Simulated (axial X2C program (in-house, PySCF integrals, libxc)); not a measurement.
# Correcting the dissociation energy of CaCl for spin–orbit coupling

A spin-free CCSD(T) curve (one-electron X2C) was computed with an in-house all-electron X2C program for linear molecules (integrals from PySCF), basis Ca dyall-cv3z [11s12p6d4f], Cl dyall-av3z [9s8p3d2f] (cores contracted in-house), for the state M_S = 1/2, Λ = 0 (beyond evenly filled blocks: σα). It gives D0 = 4.073 eV to Ca + Cl, which in a spin-free picture are the weighted means of the ground terms.

Correlated methods: 9 electrons correlated (number of frozen shells: Ca 3 s, 2 p; Cl 2 s, 1 p), 249 virtual spin orbitals or spinors in MP2, 90 natural virtuals in coupled cluster.

Measured levels of the ground terms (NIST Handbook of Basic Atomic Spectroscopic Data), in cm⁻¹: Ca 1S: J = 0 at 0; Cl 2P: J = 3/2 at 0, J = 1/2 at 882.4.

The molecular state has Λ = 0, so it has no first-order lowering.

How far does each ground level lie under the (2J+1)-weighted mean of its term?

Ca: a single level, 0; Cl: (4 × 0 + 2 × 882.4)/6 = 294 cm⁻¹.

Correct D0.

D0 = 4.073 + (0 − 294)/8065.5 = 4.037 eV at CCSD(T) with these spin–orbit terms. The direct two-component run, taken to the lowest atomic determinants of a wider search where it found them, gives 4.037 eV; the difference holds second-order terms in the molecule, scalar two-electron terms, the gap between measured and computed atomic splittings (a 2c atom can miss part of its lowering) and, in coupled cluster, the truncation of each run.

Second-order spin–orbit effects in the molecule, which grow quickly with Z, are left out. Occupations by symmetry block were frozen at the best pattern of an incomplete PBE0 search. Dissociation energies refer to the lowest single-determinant-based atoms at the same level and basis. CCSD and (T) use frozen natural virtuals with an MP2 correction for the truncation; (T) itself is uncorrected, so its De runs slightly low. The outer-core s and p shells of the metal are frozen in the correlated rows, which leaves out core–valence correlation; for alkali and alkaline-earth bonds that tends to lengthen them.
